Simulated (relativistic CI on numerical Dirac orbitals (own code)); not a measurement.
## I XLII: sensitivity of the levels to the model

Base calculation: Dirac-Coulomb-Breit CI, orbitals from a KLI potential per configuration, model QED (radiative potential, 1s self-energy scaled to tabulated hydrogen-like ionisation energies), unscaled Slater integrals.

Configuration list (outside the closed core [Ne]): 3s², 3s3p, 3p², 3s3d, 3d², 3p3d, 3p4s, 3d4s, 3s4s, 3s4p, 3s4d, 3s4f, 3s5s, 3s5p, 3s5d, 3s5f. Levels of other configurations are missing.

Variants: (1) configuration mixing switched off; (2) Breit term removed. Shifts of the energy above 3s² ¹S0, in eV, for the lowest level and the first level of each name with at least 55 % of one term (blank where a level changes its place among those of its configuration and J or its character, or is not in the variant):

| Level | Base | Δ(1) | Δ(2) |
| --- | --- | --- | --- |
| 3s² ¹S0 | 0.000 | 0.000 | 0.000 |
| 3s3p ³P°0 | 84.145 | -3.373 | -1.249 |
| 3s3p ³P°1 | 92.721 | -2.824 | -1.109 |
| 3s3p ³P°2 | 161.547 | -3.286 | -0.031 |
| 3s3p ¹P°1 | 187.871 | -0.586 | -0.103 |
| 3p² ³P0 | 202.993 | -3.901 | -2.465 |
| 3p² ¹D2 | 270.786 | +4.484 | -0.946 |
| 3p² ³P1 | 271.733 | -3.207 | -1.358 |
| 3s3d ³D1 | 303.297 | -3.835 | +0.433 |
| 3s3d ³D2 | 307.602 | -4.779 | +0.565 |
| 3s3d ³D3 | 320.359 | -3.839 | +1.258 |
| 3s3d ¹D2 | 328.489 | -1.247 | +0.660 |
| 3p² ¹S0 | 368.099 | -2.671 | -0.325 |
| 3p3d ³F°2 | 394.291 | -3.798 | -0.690 |
| 3p3d ³D°1 | 416.452 | -4.985 | -0.818 |
| 3p3d ³F°3 | 423.049 | -3.719 | +0.110 |
| 3p3d ³P°0 | 486.801 | -4.290 | +0.129 |
| 3p3d ³P°1 | 487.221 | -4.212 | +0.346 |
| 3p3d ³F°4 | 488.789 | -3.763 | +1.211 |
| 3p3d ¹F°3 | 513.687 | -3.499 | +1.025 |
| 3p3d ¹P°1 | 521.307 | -6.463 | +0.820 |
| 3d² ³F2 | 614.193 | -4.085 | +0.924 |

At this charge energies of transitions that change n are usually good to better than 1 %, and those within a shell (Δn = 0) to a few per cent.

Ionisation energy from the two ground configurations alone: base 3096.27 eV; Breit term removed 3098.15 eV. The NIST ASD value (theoretical) is 3096 eV.

LS names give the leading component of a level, which can be under half, so a name can repeat, a term be missing and a line seem to break the LS rules.
